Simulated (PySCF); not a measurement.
Computed shifts of a molecule C2H8ClNSi, PBE/pcSseg-1 run with PySCF, GIAO, gas phase, atoms alike by connectivity averaged where their shifts nearly agree, in ppm (number of nuclei): ¹³C: 44.8 (1), 20.5 (1). ¹⁵N: 51.3 (1). ²⁹Si: 2.7 (1). ¹H: 5.31 (1), 5.07 (1), 3.39 (1), 1.68 (1), 1.47 (3), 0.60 (1). References: ¹³C against TMS (σ = 182.0 ppm); ¹⁵N against NH3 (σ = 267.0 ppm); ²⁹Si against TMS (σ = 335.4 ppm); ³⁵Cl against HCl (σ = 936.5 ppm); ¹H against TMS (σ = 31.49 ppm), references at their B3LYP-D3(BJ)/def2-TZVP geometries, non-relativistic (without spin–orbit terms, shifts of atoms bonded to Cl or Br come out too high). Coordinates come from a B3LYP-D3(BJ)/def2-SVP optimisation. One conformer was computed; it need not be the lowest.

Q: Identify the compound among the candidates.
A. CN[Si@H](C)Cl
B. CCN[SiH2]Cl
C. C[C@H](N)[SiH2]Cl
D. CN(C)[SiH2]Cl

A: C, C[C@H](N)[SiH2]Cl
